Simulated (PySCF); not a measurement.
**Excitation energy of Bi²⁺ by level of theory**

Bi²⁺ [Xe] 4f14 5d10 6s2 6p1 (2P) → Bi²⁺ [Xe] 4f14 5d10 6s1 6p1 6d1 (high-spin determinant), as a difference of total energies. All numbers are calculated (PySCF 2.14, a scalar-relativistic core potential, in aug-cc-pVQZ-PP with ECP60MDF). Correlated levels: valence: 5s2 5p6 5d10 frozen. The calculations carry no spin-orbit coupling.

| method | excitation energy (cm⁻¹) |
| --- | --- |
| UHF | 159790 |
| MP2 (valence) | 164330 |
| SCS-MP2 (valence) | 166740 |
| CCSD (valence) | 162460 |
| CCSD(T) (valence) | 161420 |

The promoted electron is Rydberg-like, and one or two diffuse shells describe it only roughly, which tends to raise the upper state.

The coupled-cluster amplitudes are large for the upper state (T1 above 0.03 or a double amplitude above 0.15), so a single reference is strained.

The determinant of the upper state mixes LS terms, which raises its energy above the lowest term, most at the Hartree-Fock and MP2 levels.
